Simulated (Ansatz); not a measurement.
Gas-phase reaction in SMILES: C1CN2CCN1CC2 -> [CH]1CN2CCN1CC2 + H atom (the C-H bond at the site shown breaks; other sites are not compared here)
Geometries: B3LYP-D3(BJ)/def2-TZVP minima from Ansatz (a first-principles code), one conformer each, not searched for the lowest.
Geometry of the first species:
SMILES: C1CN2CCN1CC2
```xyz
20

C      0.6315     0.5526     1.3442
C      0.2206     1.5535     0.2212
N     -0.3373     0.8217    -0.9219
C     -1.5102     0.0611    -0.4757
C     -1.0994    -0.9398     0.6473
N      0.3373    -0.8217     0.9219
C      1.0842    -1.1141    -0.3069
C      0.6733    -0.1132    -1.4299
H      0.0879     0.7483     2.2708
H      1.6984     0.6197     1.5671
H      1.0776     2.1322    -0.1299
H     -0.5329     2.2608     0.5739
H     -2.2620     0.7699    -0.1223
H     -1.9281    -0.4593    -1.3401
H     -1.6412    -0.7425     1.5746
H     -1.3073    -1.9718     0.3569
H      2.1506    -1.0452    -0.0823
H      0.8740    -2.1459    -0.5963
H      0.2532    -0.6334    -2.2932
H      1.5298     0.4672    -1.7793
```

Quantity: bond dissociation energy (electronic energy difference), in kJ/mol. Correlated levels leave the core frozen unless marked. Open shells are spin-unrestricted. No spin-orbit coupling. Non-relativistic. CBS(X,Y): correlation extrapolated as X^-3; Hartree-Fock from the larger set. [CCSD(T)-MP2]/basis is that difference in the basis named.

RI-MP2/CBS(cc-pVTZ,cc-pVQZ)+[CCSD(T)-MP2]/cc-pVTZ (Ansatz) gives 446.9 kJ/mol.

### Question
Another calculation gave 460.8 kJ/mol. Which level was it?
A. B97M-V/def2-TZVPD (Ansatz)
B. SVWN5/def2-TZVPD (Ansatz)
C. r2SCANh/def2-TZVPD (Ansatz)

### Answer
B, SVWN5/def2-TZVPD (Ansatz). The others give 431.7 (B97M-V), 417.8 (r2SCANh) kJ/mol.
